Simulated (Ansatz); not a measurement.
The same path of C3H4Al (8 atoms, charge 1, multiplicity 1) was run 3 times with different band settings. Lost on the way: Al4–H8. Made: C2–Al4, C3–H8.

Level of theory: UKS r2SCAN-D4/def2-SVP in Ansatz.

Relaxed end points:

```xyz
8
Properties=species:S:1:pos:R:3
C -0.019 2.197 0.199
C -0.008 0.863 0.079
C 0.002 -0.393 -0.035
Al 0.020 -2.353 -0.213
H -0.781 2.804 -0.310
H 0.735 2.715 0.811
H 0.898 -2.801 -1.438
H -0.848 -3.033 0.907
```

```xyz
8
Properties=species:S:1:pos:R:3
C 0.086 1.235 -0.019
C -0.476 0.198 0.659
C -0.670 -1.081 0.820
Al 0.479 -0.914 -0.720
H -0.522 1.824 -0.722
H 0.980 1.734 0.385
H 1.356 -1.311 -1.937
H -1.233 -1.685 1.535
```

Common settings: spring 5.0 eV/Å²; optimiser quadratic models (default); start path through a guess of the saddle point; force threshold 0.03 eV/Å; end points relaxed.

| run | movable images | climbing image | iteration limit |
| --- | --- | --- | --- |
| 1 | 7 | yes | 57 |
| 2 | 1 | no | 60 |
| 3 | 7 | yes | 6 |

(1) What does each run give, and how far can it be trusted?

Results:

(1) Run 1: converged after 54 iterations, highest image 0.194 eV above the first end. Neighbouring images differ by up to 1.3 eV, so the band resolves the path poorly. A vibrational analysis at the climbing image gives one clearly imaginary mode, 484i cm⁻¹: a first-order saddle point.
Run 2: converged after 20 iterations, highest image 0.000 eV above the first end. The highest image is an end point: on this band no image between the ends rises above it. So few images can step over the top or miss a turn of the path.
Run 3: not converged after 6 iterations, highest image 0.161 eV above the first end. The band didn't meet its force threshold, so its energies are provisional: the largest band force was still 1.79 eV/Å, and over the last iterations the top moved between 0.16 and 0.75 eV.
The orbitals were unrestricted but ended closed-shell.
